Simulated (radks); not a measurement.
All-electron atom: the nitrogen ion N2+ in [He] 2s2 2p1. Calculated with a radial shooting solver on a logarithmic mesh with Libxc functionals: non-relativistic Kohn-Sham, XLYP, spin-polarised, spherical densities, point nucleus; open shells are filled with parallel spins first.

X-ray form factor f0, the Fourier transform of the density (f0(0) = 5):

sin(theta)/lambda (1/angstrom),f0 (electrons)
0.05,4.910
0.1,4.655
0.15,4.282
0.2,3.847
0.25,3.404
0.3,2.994
0.4,2.347
0.5,1.937
0.6,1.696
0.8,1.444
1,1.270
1.25,1.056
1.5,0.852
2,0.532
